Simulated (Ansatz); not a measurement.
Mulliken charges of `F[SiH]([SiH3])I` from B3LYP/def2-TZVPP in Ansatz (PBE0-D4/def2-TZVP geometry).

```
atom   x (Å)   y (Å)   z (Å)  charge (e)
  F1  -1.176   1.905   0.287      -0.307
 Si2  -0.322   0.878  -0.594       0.515
 Si3   0.540  -0.824   0.756       0.138
  I4  -1.797  -0.133  -2.249      -0.152
  H5   0.688   1.672  -1.334      -0.068
  H6   1.410  -0.256   1.820      -0.047
  H7   1.338  -1.731  -0.109      -0.042
  H8  -0.589  -1.568   1.368      -0.037
```

Problem. By hand: the dipole of these point charges (1 e Å = 4.8032 D).

Solution. Σ q r = (0.395, -0.197, 0.011) e Å, of length 0.442 e Å = 2.12 D.

Problem. How does the dipole of the full density compare? (An estimate is asked.)

Solution. Computed: (0.274, -0.138, 0.061) e Å, 1.50 D; the point charges give 1.41 times that, at 10° from its direction.

Point charges leave out the atoms' own dipoles, such as those of lone pairs, and Mulliken's split depends on the basis, so the two needn't agree.

B3LYP here is the variant with VWN-RPA as its local correlation; programs differ in this.
